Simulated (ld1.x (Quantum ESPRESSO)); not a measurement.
Which change was made? (Mn, PAW)

- Element: manganese (Mn)
- Generator: ld1.x (Quantum ESPRESSO) 7.5
- Type: PAW
- Functional: BLYP
- Relativity: scalar-relativistic
- Frozen core: [Ne]
- Valence charge: 15
- Reference configuration: 3s2 3p6 3d5 4s2 4p0
- Partial waves: 3s (bound): rcut 1.15, rcutus 1.45 bohr; 4s (bound): rcut 1.15, rcutus 1.45 bohr; 3p (bound): rcut 1.25, rcutus 1.30 bohr; 4p (bound, empty): rcut 1.25, rcutus 1.30 bohr; 3d (bound): rcut 1.60, rcutus 2.15 bohr; 3d channel at 0.05 Ry: rcut 1.60, rcutus 2.15 bohr
- Local potential: all-electron potential smoothed inside 2.10 bohr (lloc = -1)
- Core correction: Bessel-smoothed model core inside 0.65 bohr
- Augmentation charge: BESSEL, radius 1.15 bohr

Cutoffs, loose and tight: the cutoffs (Ry, on a coarse ladder) from which the occupation-weighted sum of valence levels, in a spherical-Bessel basis at the reference potential, stays within 10 and 1 mRy of its value at 400 Ry. They do not see the model core or the augmentation charge, which bear on the density cutoff. Test errors are all-electron minus pseudo excitation energies from the reference, over the configurations 3s2 3p6 3d5 4s1 4p0; 3s2 3p6 3d5 4s0 4p0; 3s2 3p6 3d4 4s0 4p0; 3s2 3p5 3d5 4s2 4p0; 3s2 3p6 3d5 4s1 4p1; 3s1 3p6 3d5 4s2 4p0; 3s2 3p6 3d5 4s0 4p2; variants that change the core or the reference have their own tests. The largest error is taken over the tests solved by every variant that gives reliable tests at all, those not shown here included: 3s1 3p6 3d5 4s2 4p0; 3s2 3p5 3d5 4s2 4p0; 3s2 3p6 3d5 4s0 4p2; 3s2 3p6 3d5 4s1 4p0; 3s2 3p6 3d5 4s1 4p1.

The base gives: outcome: generated; cutoff, loose: 50 Ry; cutoff, tight: 90 Ry; bound ghosts: none; largest test error (meV): -57.

(1) After one change the result is: outcome: generated; cutoff, loose: 35 Ry; cutoff, tight: 60 Ry; bound ghosts: none; largest test error (meV): test run stopped at test 4 of 7 (negative rho), 3 before it not solved. Which change was it?
A. all radii but the core radius scaled by about 1.22 (s 1.76, p 1.58, d 2.62 bohr, rcut 1.40/1.52/1.96); local potential all-electron potential smoothed inside 2.56 bohr (lloc = -1); augmentation BESSEL, radius 1.40 bohr
B. all radii but the core radius scaled by about 0.78 (s 1.14, p 1.02, d 1.68 bohr, rcut 0.90/0.98/1.26); local potential all-electron potential smoothed inside 1.64 bohr (lloc = -1); augmentation BESSEL, radius 0.90 bohr
C. all radii but the core radius scaled by about 0.87 (s 1.26, p 1.14, d 1.88 bohr, rcut 1.00/1.10/1.40); local potential all-electron potential smoothed inside 1.84 bohr (lloc = -1); augmentation BESSEL, radius 1.00 bohr

Answers

(1) A. The others give: all radii but the core radius scaled by about 0.87 (s 1.26, p 1.14, d 1.88 bohr, rcut 1.00/1.10/1.40); local potential all-electron potential smoothed inside 1.84 bohr (lloc = -1); augmentation BESSEL, radius 1.00 bohr → outcome: generated; cutoff, loose: 70 Ry; cutoff, tight: 110 Ry; bound ghosts: none; largest test error (meV): -39 | all radii but the core radius scaled by about 0.78 (s 1.14, p 1.02, d 1.68 bohr, rcut 0.90/0.98/1.26); local potential all-electron potential smoothed inside 1.64 bohr (lloc = -1); augmentation BESSEL, radius 0.90 bohr → outcome: generated; cutoff, loose: 80 Ry; cutoff, tight: 140 Ry; bound ghosts: none; largest test error (meV): -25.
